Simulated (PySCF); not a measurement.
**GaF3: breathing scan**

Level of theory: r2SCAN/[Ga def2-TZVP, F def2-TZVP], no relativity, density fitting, PySCF.

Rigid scan from the singlet minimum (Ga–F 1.725 Å (×3); F–Ga–F 120.0° (×3)). Coordinate: all bonds to the central atom scaled together. Energies in kJ/mol from the minimum.

```tsv
scale of all bonds to the centre	E (kJ/mol)
0.88	291.3
0.92	112.3
0.96	24.5
1.00	0.0
1.04	18.9
1.08	67.1
1.14	172.4
1.22	340.9
1.35	614.3
```

At long bonds a restricted determinant can lie too high, and another spin state can fall below this curve.

Other isomers or separated fragments may lie lower.
